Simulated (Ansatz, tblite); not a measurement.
Removing and adding an electron: `O[Si](O)(O)C12CC3CC(CC(C3)C1)C2`. Total charge 0; singlet. Geometry: PBE-D4/def2-SVP. Ansatz, gas phase; energy differences of separate SCF runs; the oxidised species was run as a doublet alone; the reduced species was run as a doublet alone.

```xyz
32

O     3.4665    0.0442    0.7401
Si    2.0398    0.3562    1.5748
O     1.9358   -0.6817    2.8940
O     2.0672    1.9426    2.1340
C     0.5692    0.0985    0.4398
C     0.6772    1.0339   -0.7933
C    -0.5324    0.8218   -1.7253
C    -0.5613   -0.6444   -2.2003
C    -0.6853   -1.5822   -0.9832
C    -1.9840   -1.2615   -0.2172
C    -1.9568    0.2039    0.2603
C    -1.8313    1.1396   -0.9583
C    -0.7487    0.4155    1.1945
C     0.5241   -1.3727   -0.0503
H     4.0301   -0.6177    1.1766
H     1.9748   -0.2196    3.7492
H     2.8948    2.4090    1.9244
H     0.7214    2.0927   -0.4572
H     1.6229    0.8284   -1.3408
H    -0.4428    1.4971   -2.6036
H    -1.4147   -0.8045   -2.8949
H     0.3653   -0.8787   -2.7685
H    -0.7059   -2.6391   -1.3269
H    -2.0903   -1.9438    0.6542
H    -2.8663   -1.4340   -0.8716
H    -2.8936    0.4340    0.8127
H    -2.7106    1.0156   -1.6276
H    -1.8265    2.2002   -0.6248
H    -0.8354   -0.2402    2.0881
H    -0.7289    1.4642    1.5633
H     0.4581   -2.0589    0.8221
H     1.4677   -1.6184   -0.5844
```

The xTB rows come from tblite.

```tsv
level	−HOMO (eV)	vertical IE (eV)	−LUMO (eV)	vertical EA (eV)	HOMO–LUMO gap (eV)	IE − EA (eV)	remarks
GFN1-xTB	10.85	13.16	3.83	1.37	7.02	11.79	–
GFN2-xTB	10.12	12.40	3.18	0.10	6.94	12.30	–
PBE-D4/def2-SVP	5.77	8.18	-0.08	-1.77	5.85	9.95	HOMO above zero (-1 doublet)
PBE0-D4/def2-SVP	7.08	8.72	-1.00	-2.20	8.08	10.92	HOMO above zero (-1 doublet)
```

   A HOMO above zero means that the electron is unbound at that level or that self-interaction error raises the level; the energy of removing that electron tells which. Raw xTB energy differences between charge states are shifted by several eV; the methods need an empirical correction for them. Sets without diffuse functions give affinities that are too small. A negative affinity means that the extra electron isn't bound; its size then hangs on the basis.
